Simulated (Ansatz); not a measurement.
Basis-set series for CH₆FNSn (`[CH3][SnH]([NH2])[F]`). The species carries charge 0 and has multiplicity 1. Sn: def2 effective core potential. The structure was optimised at the PBE0-D4/def2-TZVP level. It is one conformer, not always the lowest.

| functional | basis | functions | energy (Eh) | HOMO (eV) | LUMO (eV) |
| --- | --- | --- | --- | --- | --- |
| PBE0-D4 | def2-SVP | 98 | -410.27463 | -7.19 | 0.40 |
| PBE0-D4 | def2-QZVPP | 433 | -410.55024 | -7.50 | -0.25 |
| ωB97M-V | def2-SVP | 98 | -410.34161 | -9.56 | 2.22 |
| ωB97M-V | def2-QZVPP | 433 | -410.62618 | -9.89 | 1.07 |

Q: Give the rows for def2-TZVPP. (An estimate is asked.)

A: The calculation gave: 
```
functional       basis  functions  energy (Eh)  HOMO (eV)  LUMO (eV)
   PBE0-D4  def2-TZVPP        227   -410.53547      -7.45      -0.04
   ωB97M-V  def2-TZVPP        227   -410.61184      -9.84       1.52
```

Positive LUMOs are unbound and depend on the basis.

Computed with Ansatz.
